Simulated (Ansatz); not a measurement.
Molecule: C$_{3}$H$_{5}$O, net charge 0, doublet state. It need not be the lowest isomer of its formula. 
Coordinates optimised at B3LYP-D3(BJ)/def2-TZVP (Ansatz, a program for electronic structure):
```xyz
9

C      1.7481    -0.3854    -0.5112
C      0.8021     0.1491     0.2096
C     -0.5852     0.4707    -0.2841
O     -1.5829    -0.2119     0.4695
H      2.7726    -0.7024    -0.4004
H      0.9792     0.3713     1.2666
H     -0.6632     0.2459    -1.3519
H     -0.7931     1.5328    -0.1432
H     -1.4225    -1.1588     0.3869
```
Charge 0, spin multiplicity 2.

Basis-set convergence of Hartree-Fock and MP2 correlation energies (hartree) with Ansatz. Cores are frozen in the correlated levels unless marked. UHF or UKS for open shells. No spin-orbit coupling. No relativistic terms.

The UHF reference is spin-contaminated (<S^2> 0.17 over the pure value in the largest basis). 

```csv
basis,functions,E(HF),"E(corr, MP2)"
cc-pVDZ,81,-191.29534,-0.55222
cc-pVTZ,190,…,…
```

**Question.** Complete the blanks.

**Answer.** 
- cc-pVTZ, E(HF): -191.35279
- cc-pVTZ, E(corr, MP2): -0.69169
